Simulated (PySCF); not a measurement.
Structure with atom numbers: `[CH2:1]=[CH:2][C:3](=[CH2:4])[C:5](=[CH2:6])[O:7][SiH3:8]` (H(Xn): hydrogen on atom n). Ha(C4) is cis to C2; Ha(C1), Ha(C6) are cis to C3; Hb(C4) is trans to C2; Hb(C1), Hb(C6) are trans to C3.

Geometry: GFN2-xTB; GIAO shifts from PySCF 2.14.0 with density-fitted response routines, gas phase, non-relativistic, averaged over equivalent atoms.

At B97-D/ANO-RCC-VDZP (166 basis functions, 2.4 min wall time on 1 thread of an Arm Neoverse V1, shared host):
```csv
atoms,δ (ppm)
C5,153.2
C3,143.6
C2,134.1
C1,113.0
C4,110.7
C6,86.1
O7,99.6
Si8,-69.9
H(C2),6.90
Ha(C1),6.02
Hb(C4),5.59
Hb(C1),5.54
Ha(C4),5.33
H(Si8),5.21
Ha(C6),4.77
Hb(C6),4.42
```

Scale: 13C (σref 185.35), 29Si (σref 389.84), 1H (σref 31.91) against TMS; 17O (σref 329.58) against H2O (reference shieldings calculated alike).

Problem. Estimate the result of repeating the calculation with PBE0/6-31++G**.

Solution. 
```
 atoms  δ at PBE0/6-31++G**  change
    C5                153.3    +0.1
    C3                144.0    +0.4
    C2                135.2    +1.1
    C1                116.1    +3.1
    C4                114.2    +3.5
    C6                 89.0    +2.9
    O7                 91.7    -7.9
   Si8                -29.4   +40.5
 H(C2)                 7.06   +0.16
Ha(C1)                 6.11   +0.09
Hb(C4)                 5.73   +0.14
Hb(C1)                 5.65   +0.11
Ha(C4)                 5.49   +0.16
H(Si8)                 5.19   -0.02
Ha(C6)                 4.85   +0.08
Hb(C6)                 4.58   +0.16
```

Scale: 13C (σref 198.46) and 29Si (σref 407.86) and 1H (σref 31.85) vs TMS; H2O for 17O (σref 338.08) (reference shieldings calculated alike).

The largest change is at Si8 (silicon bonded to O, 3 H). Cost: 208 basis functions, 29 s wall time on 1 thread of an Arm Neoverse V1, shared host. The order of the carbon signals is the same at both levels.

Experimental scales use liquid or dissolved standards, which lie at an offset from isolated H2O (liquid H2O: subtract about 36 ppm).
